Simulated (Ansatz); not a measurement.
```yaml
atoms:
  - { symbol: C, position_ang: [1.4100, 0.0000, 0.0000] }
  - { symbol: C, position_ang: [0.7050, 1.2211, 0.0000] }
  - { symbol: C, position_ang: [-0.7050, 1.2211, 0.0000] }
  - { symbol: C, position_ang: [-1.4100, 0.0000, 0.0000] }
  - { symbol: C, position_ang: [-0.7050, -1.2211, 0.0000] }
  - { symbol: C, position_ang: [0.7050, -1.2211, 0.0000] }
  - { symbol: C, position_ang: [2.8200, 0.0000, 0.0000] }
  - { symbol: H, position_ang: [3.3700, 0.9300, 0.0000] }
  - { symbol: H, position_ang: [3.3700, -0.9300, 0.0000] }
  - { symbol: H, position_ang: [1.2475, 2.1607, 0.0000] }
  - { symbol: C, position_ang: [-1.4100, 2.4422, 0.0000] }
  - { symbol: H, position_ang: [-2.4904, 2.4535, 0.0000] }
  - { symbol: H, position_ang: [-0.8796, 3.3835, 0.0000] }
  - { symbol: H, position_ang: [-2.4950, 0.0000, 0.0000] }
  - { symbol: C, position_ang: [-1.4100, -2.4422, 0.0000] }
  - { symbol: H, position_ang: [-0.8796, -3.3835, 0.0000] }
  - { symbol: H, position_ang: [-2.4904, -2.4535, 0.0000] }
  - { symbol: H, position_ang: [1.2475, -2.1607, 0.0000] }
```

Basis set: def2-SVP. Charge 0. Computed with Ansatz (development build ahead of 0.2.0); the lowest solution found for each multiplicity.

Question: How do the multiplicities compare at this shape? Give, from the lowest of each method, PBE0 (unrestricted) for 2, 4; PBE0 (restricted) for 2, 4; HF (unrestricted) for 2, 4; HF (restricted) for 2, 4.

Answer:

```
            method  multiplicity  E (eV)  <S²>
PBE0, unrestricted             2   0.535  1.79
PBE0, unrestricted             4   0.000  3.86
  PBE0, restricted             2   1.633  0.75
  PBE0, restricted             4   0.000  3.75
  HF, unrestricted             2   1.191  2.21
  HF, unrestricted             4   0.000  4.33
    HF, restricted             2   2.970  0.75
    HF, restricted             4   0.000  3.75
```

Caution: other spin multiplicities may lie lower. Caution for PBE0, unrestricted, HF, unrestricted: the unrestricted determinant is a mixture of spin states. Caution for PBE0, restricted, HF, restricted: an unrestricted determinant lies well below.
